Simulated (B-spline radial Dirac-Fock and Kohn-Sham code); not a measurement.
# Internal conversion coefficients of Nd at 377 keV

Z = 60 (neodymium), transition energy 377 keV. Level of theory: a Dirac-Hartree-Slater potential of the neutral atom with a Latter tail (no hole, which puts coefficients of high multipoles low close above an edge), finite nucleus with surface currents; a radial atomic solver. Subshells that would emit electrons below 1 keV are left out.

```
subshell  electron energy (keV)        E3        E4        M2        M3        M4
       K                 333.43    0.0619     0.177     0.117     0.367      1.13
      L1                 369.87   0.00732    0.0226    0.0165    0.0585     0.204
      L2                 370.28   0.00865    0.0573   0.00166   0.00884    0.0424
      L3                 370.79   0.00440    0.0252  0.000674   0.00849    0.0669
      M1                 375.43   0.00154   0.00486   0.00354    0.0128    0.0454
      M2                 375.60   0.00202    0.0135  0.000388   0.00208    0.0100
      M3                 375.70   0.00104   0.00602  0.000160   0.00206    0.0165
      M4                 376.00  7.03e-06  0.000124  1.36e-06  2.13e-05  0.000227
      M5                 376.02  6.04e-06  7.83e-05  3.55e-07  4.36e-06  9.78e-05
   total                           0.0881     0.313     0.142     0.464      1.53
```

Q: For a pure M3 transition, what fraction of decays emits a photon?

A: 1/(1 + α) = 0.683 with the total α = 0.464; the total includes the outer subshells that are not listed.

Values without a named source are computed, but for edge energies of neutral atoms, which are taken from tables.
